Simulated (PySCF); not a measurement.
**Computed properties of FH3LiN, SMILES [NH3]->[Li][F]**

FH3LiN, SMILES [F][Li]<-[NH3] (connectivity only; charge and spin as stated), neutral, multiplicity 1. The structure is a stationary point at B3LYP-D3(BJ)/def2-TZVP. One conformer was computed; it need not be the lowest. All values are computed for the isolated molecule unless a solvent is named; none is compared with measurement here.

**Structure.** The optimised structure has C3v symmetry. All 12 harmonic modes at B3LYP-D3(BJ)/def2-TZVP (PySCF) are real, so it is a minimum. With heavy atoms numbered as in [NH3:1]->[Li:5][F:6], the shortest bond between them is Li5–F6 at 1.591 Å and the longest N1–Li5 at 2.049 Å.

**Vibrations.** The strongest infrared lines (harmonic, unscaled, degenerate partners summed) lie at 469 cm⁻¹ (229 km/mol, H 75 %, Li 12 %, N 12 %), 1193 cm⁻¹ (177 km/mol, H 84 %, N 16 %), 919 cm⁻¹ (154 km/mol, Li 79 %, F 21 %). The softest mode is at 46 cm⁻¹ and the zero-point energy is 24.8 kcal/mol.

**Electronic structure.** B3LYP/def2-TZVPD (PySCF) places the frontier levels at -6.96 and -1.36 eV, a gap of 5.60 eV, and gives a dipole moment of 8.83 D and a mean polarisability of 23.1 bohr³. PBE/def2-TZVPD (PySCF) at the same geometry gives -5.38 and -1.68 eV, so its gap is 1.90 eV narrower. An orbital gap is neither the optical nor the fundamental gap.

**Excitations.** TDA-CAM-B3LYP/def2-TZVPD (PySCF) has S1 at 6.00 eV (207 nm, f = 0.037, weak); the most intense of the 10 singlets computed lies at 7.31 eV (f = 0.08). Strengths of degenerate partners are summed. T1 (TDA) is at 5.96 eV, 0.04 eV under S1. TDA-PBE/def2-TZVPD (PySCF) puts S1 at 3.70 eV. No vertical singlet excitation falls in the visible range (under 3.1 eV).

**NMR.** GIAO shifts at PBE0/pcSseg-2 (PySCF) (non-relativistic, atoms alike by connectivity averaged): ¹H at 0.8 ppm against TMS; ¹⁹F at -203.9 ppm against CFCl3.
